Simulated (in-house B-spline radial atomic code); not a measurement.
Radial electron density of As, [Ar] 3d10 4s2 4p3. Computed with a radial B-spline atomic code at the basis-set limit: non-relativistic B3LYP, spin-polarised, spherical fractional occupations, point nucleus.

Columns: r (bohr), 4πr²n(r) (electrons per bohr), bar.

```
 0.00206     1.15 #
 0.00252     1.67 ##
  0.0031    2.432 ##
  0.0038    3.489 ###
 0.00465     4.94 #####
 0.00571    6.946 ######
   0.007    9.588 #########
 0.00858    12.98 ############
  0.0105    17.14 ################
  0.0129     22.1 #####################
  0.0158    27.43 ##########################
  0.0194    32.74 ##############################
  0.0238    37.14 ###################################
  0.0291    39.75 #####################################
  0.0357    40.01 #####################################
  0.0438    37.95 ###################################
  0.0537    34.82 ################################
  0.0659    32.82 ###############################
  0.0808     34.1 ################################
   0.099    38.99 ####################################
   0.121    44.84 ##########################################
   0.149     47.3 ############################################
   0.183    42.94 ########################################
   0.224    33.89 ################################
   0.274    26.26 ########################
   0.337    24.97 #######################
   0.413    28.66 ###########################
   0.506    30.78 #############################
    0.62    26.96 #########################
   0.761    18.69 #################
   0.933    10.69 ##########
    1.14    5.824 #####
     1.4    3.755 ###
    1.72    3.047 ###
    2.11    2.473 ##
    2.58    1.723 ##
    3.17   0.9607 #
    3.88   0.4291 
    4.76   0.1465 
    5.84  0.03703 
    7.16 0.006621 
    8.78 0.0007718
```

On this grid the curve has 3 maxima, near 0.0357, 0.149, 0.506 bohr.

The 4p up radial function P(r) = rR(r), positive near the nucleus:

| r (bohr) | P |
| --- | --- |
| 0.0031 | 0.0008568 |
| 0.00465 | 0.001879 |
| 0.007 | 0.004096 |
| 0.0105 | 0.008699 |
| 0.0158 | 0.01805 |
| 0.0238 | 0.03587 |
| 0.0357 | 0.06625 |
| 0.0537 | 0.1109 |
| 0.0808 | 0.1572 |
| 0.121 | 0.1658 |
| 0.183 | 0.0759 |
| 0.274 | -0.1164 |
| 0.413 | -0.2768 |
| 0.62 | -0.1861 |
| 0.933 | 0.173 |
| 1.4 | 0.5509 |
| 2.11 | 0.675 |
| 3.17 | 0.4868 |
| 4.76 | 0.2085 |
| 7.16 | 0.04637 |
